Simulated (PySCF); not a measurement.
Simulated characterisation data

PySCF calculation with NMR shieldings at PBE0/pcSseg-1/GIAO and structure optimised with GFN2-xTB; one averaged value for each set of equivalent atoms, a single conformation, isolated molecule, no relativistic terms.

Scale: 1H (31.72 ppm) and 13C (186.93 ppm) against TMS (reference shieldings calculated alike). Splittings of carbon signals by F and P are missing where no couplings were computed. Where no couplings were computed, multiplicities follow the n + 1 count of equivalent neighbours, and m marks all less simple cases (inequivalent or close neighbours, rings, F or P nearby). Shifts are as computed. Against solution values, carbons near 30 ppm lie about +3 ppm off and those near 130 ppm about +5 ppm. Of 1211 compounds with measured shifts, 218 miss one by over three times the rms of a fit or turn the order of signals round; such compounds aren't used in these exercises.

Compound 1 (C5H4O3). 1H NMR (400 MHz, computed): δ 9.28 (s, 1H), 6.60 (s, 1H), 5.72 (d, 1H), 5.41 (d, 1H). 13C{1H} NMR (computed): δ 189.6 (CH), 147.1 (CH), 140.8 (C), 139.5 (CH), 131.6 (CH). Structure: SMILES O=CC1=COC=CO1.

Compound 2 (C5H7OP). 1H NMR (400 MHz, computed): δ 7.39 (m, 1H), 6.89 (m, 1H), 6.51 (m, 1H), 6.27 (m, 1H), 2.28 (m, 3H). 13C{1H} NMR (computed): δ 152.0, 148.9, 140.4, 133.5, 16.3. Structure: SMILES C1=C(C)[P@H](=O)C=C1.

Compound 3 (C5H7OP). 1H NMR (400 MHz, computed): δ 7.83 (m, 1H), 2.77 (m, 3H), 2.46 (m, 3H). 13C{1H} NMR (computed): δ 206.5 (C), 150.2 (CH), 146.7 (C), 21.9 (CH3), 14.8 (CH3). Structure: SMILES o1cc(C)pc1C.
